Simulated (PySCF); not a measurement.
Basis-set dependence of population analyses: `CN[SiH2]S`

CH7NSSi.
Atom-mapped SMILES: `[CH3:1][NH:2][SiH2:3][SH:4]` (hydrogens: H5, H6, H7 on C1; H8 on N2; H9, H10 on Si3; H11 on S4)

PBE0 throughout (PySCF), one geometry, spherical d and f functions. The structure is a single PBE0-D3(BJ)/def2-SVP conformer in the gas phase; no vibrational or solvent corrections. Atoms taken as equivalent share a column and are averaged. The first 7 of 8 kinds of atom are listed.

Mulliken charges (e):

```csv
basis,functions,C1,N2,Si3,S4,H5/H6/H7,H8,H9/H10
STO-3G,35,-0.149,-0.505,+0.627,-0.102,+0.074,+0.172,-0.124
6-31G,58,-0.292,-0.897,+0.763,-0.303,+0.172,+0.348,-0.108
pcSseg-0,58,-0.385,-1.040,+0.826,-0.477,+0.226,+0.340,-0.061
6-31G*,78,-0.361,-0.719,+0.559,-0.342,+0.178,+0.354,-0.077
cc-pVDZ,99,+0.018,-0.341,+0.346,-0.258,+0.046,+0.110,-0.061
def2-SVP,99,+0.058,-0.468,+0.502,-0.288,+0.042,+0.147,-0.086
aug-cc-pVDZ,163,+0.789,-0.333,+0.118,-0.483,-0.190,-0.146,+0.227
"6-311+G(2d,p)",166,-0.348,-0.630,+0.590,-0.247,+0.138,+0.228,-0.066
def2-TZVP,178,-0.267,-0.422,+0.329,-0.336,+0.125,+0.220,-0.032
cc-pVTZ,226,-0.192,-0.253,+0.282,-0.265,+0.093,+0.136,-0.046
IGLO-III,228,-0.335,-0.426,+0.924,-0.340,+0.116,+0.170,-0.178
```

IAO charges (e):

```
        basis  functions      C1      N2     Si3      S4  H5/H6/H7      H8  H9/H10
       STO-3G         35  -0.310  -0.559  +0.721  -0.183    +0.124  +0.194  -0.128
        6-31G         58  -0.315  -0.639  +0.658  -0.314    +0.144  +0.267  -0.098
     pcSseg-0         58  -0.298  -0.633  +0.662  -0.321    +0.138  +0.257  -0.098
       6-31G*         78  -0.288  -0.668  +0.790  -0.319    +0.135  +0.262  -0.139
      cc-pVDZ         99  -0.287  -0.661  +0.786  -0.325    +0.134  +0.261  -0.139
     def2-SVP         99  -0.278  -0.657  +0.799  -0.318    +0.130  +0.257  -0.146
  aug-cc-pVDZ        163  -0.298  -0.681  +0.793  -0.336    +0.139  +0.269  -0.137
6-311+G(2d,p)        166  -0.300  -0.693  +0.823  -0.332    +0.140  +0.270  -0.146
    def2-TZVP        178  -0.298  -0.693  +0.835  -0.332    +0.138  +0.268  -0.149
      cc-pVTZ        226  -0.299  -0.687  +0.822  -0.336    +0.139  +0.268  -0.146
     IGLO-III        228  -0.301  -0.695  +0.828  -0.327    +0.139  +0.270  -0.149
```

Some averages cover members that differ in this geometry, most widely: H5/H6/H7, Mulliken in aug-cc-pVDZ -0.256 to -0.135; H9/H10, Mulliken in aug-cc-pVDZ +0.181 to +0.274 e.

Problem. Which scheme is steadiest as the basis changes?

Solution. Largest range over the bases for any column: IAO 0.18 e, Mulliken 1.17 e. IAO charges move least and Mulliken charges most, counted in e. Without the minimal STO-3G basis the ranges are IAO 0.18, Mulliken 1.17 e.

Problem. How much do the charges still move between the two largest bases, cc-pVTZ and IGLO-III?

Solution. At most, over all atoms: Mulliken 0.642 e, IAO 0.009 e.

Problem. What do the same runs give for the total energy, the frontier levels and the dipole moment?

Solution. 
```
        basis  energy (Eh)  HOMO (eV)  LUMO (eV)  μ (D)
       STO-3G    -775.4507      -3.44       6.16   1.31
        6-31G    -784.2749      -6.67       0.74   2.92
     pcSseg-0    -783.3661      -6.80       0.91   3.14
       6-31G*    -784.3703      -6.74       0.94   2.54
      cc-pVDZ    -784.4172      -6.68       1.02   2.29
     def2-SVP    -784.1312      -6.74       1.14   2.30
  aug-cc-pVDZ    -784.4305      -6.84      -0.23   2.15
6-311+G(2d,p)    -784.4709      -6.88      -0.03   2.17
    def2-TZVP    -784.4818      -6.86       0.60   2.16
      cc-pVTZ    -784.4859      -6.84       0.63   2.18
     IGLO-III    -784.4806      -6.83       0.43   2.00
```

The dipole is fixed by the density alone, so its range of 1.83 D shows that the density itself changes with the basis, not only its division among atoms.
